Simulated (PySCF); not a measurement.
Compound: C6H14N2Si2.
SMILES with atom numbers: `[CH3:1][SiH2:2][NH:3][SiH2:4][C@@H:5]1[CH2:6][CH2:7][C@@H:8]1[C:9]#[N:10]`

Cartesian coordinates in Å at the PBE0-D3(BJ)/def2-SVP level; atoms count from 1:
```xyz
24
C6H14N2Si2 angstrom
C      3.4274    1.3294    0.1129
Si     3.0092   -0.4461   -0.3247
N      1.3760   -0.6153   -0.9127
Si    -0.0013   -1.3539   -0.1698
C     -1.1693   -0.1073    0.6593
C     -2.5663   -0.6918    0.9886
C     -3.1289    0.0018   -0.2640
C     -1.8752    0.9097   -0.2884
C     -1.2498    1.1986   -1.5689
N     -0.7215    1.3736   -2.5854
H      3.3000    1.9850   -0.7632
H      4.4717    1.4176    0.4525
H      2.7687    1.7008    0.9131
H      3.1100   -1.3157    0.8877
H      3.9878   -0.9255   -1.3524
H      1.1653   -0.1261   -1.7827
H     -0.8131   -2.1073   -1.1785
H      0.4646   -2.2855    0.9003
H     -0.6316    0.3638    1.4979
H     -2.6613   -1.7886    1.0288
H     -2.9834   -0.2794    1.9197
H     -4.0978    0.5138   -0.1832
H     -3.1530   -0.6680   -1.1349
H     -2.0661    1.8654    0.2253
```

Definitions: NICS(0) = −σiso at the ring centroid; NICS(1) = −σiso and NICS(1)zz = −σzz at ±1 Å along the ring normal z. Level: GIAO PBE0/pcSseg-1 (PySCF, non-relativistic, gas phase) on the PBE0-D3(BJ)/def2-SVP geometry, one conformer.

Ring bond lengths (Å), with Mayer bond orders in brackets: C5–C6 1.550 (1.00), C6–C7 1.538 (1.04), C7–C8 1.548 (0.98), C8–C5 1.559 (0.95).

Task: What do the NICS probes read (ppm)?

Result: 
```tsv
ring	type	NICS(0)	NICS(1), two faces	NICS(1)zz, two faces	rms pucker (Å)	centre to ring atoms, mean (Å)
C5–C6–C7–C8	4-membered carbocycle; formal bonds all single	-2.4	-1.1 / -1.2	2.2 / 4.0	0.12	1.09
```

Task: What do they say, and how far can they be read as aromaticity?

Result: 
- C5–C6–C7–C8: mean NICS(1)zz 3.1 ppm, deshielded. C5, C6, C7, C8 have four or more neighbours, so the value isn't read as a sign of a π ring current.

Task: What are the shieldings of the ring atoms and their hydrogens in the same run (means over atoms taken as equivalent)?

Result: 
```tsv
atoms	environment	σ isotropic (ppm)	principal values of the symmetric part, first atom (ppm)
C5	sp3 carbon bound to silicon	158.5	143.0, 158.5, 174.1
C6	four-membered-ring carbon	164.6	153.0, 162.1, 178.7
C7	four-membered-ring carbon	157.7	142.2, 153.5, 177.4
C8	sp3 carbon next to a nitrile	161.5	144.4, 168.6, 171.7
H19	methine hydrogen	29.57	25.8, 28.3, 34.6
H20	methylene hydrogen	29.88	25.9, 27.6, 36.2
H21	methylene hydrogen	29.23	26.0, 26.5, 35.3
H22	methylene hydrogen	29.18	25.5, 25.9, 36.2
H23	methylene hydrogen	28.98	26.4, 27.6, 32.9
H24	methine hydrogen	28.29	24.4, 27.5, 33.0
```

Task: How do the values depend on the level or the medium?

Result: 
```tsv
level	NICS(0), C5–C6–C7–C8	mean NICS(1)zz, C5–C6–C7–C8
PBE0/pcSseg-1, gas	-2.4	3.1
wB97X-D/pcSseg-1, gas	-2.5	2.9
PBE0/pcSseg-1, IEF-PCM acetonitrile	-2.4	3.2
PBE0/pcSseg-1, IEF-PCM water	-2.4	3.2
```

The geometry is the same throughout; the continuum's cavity takes Bondi-type radii × 1.2.
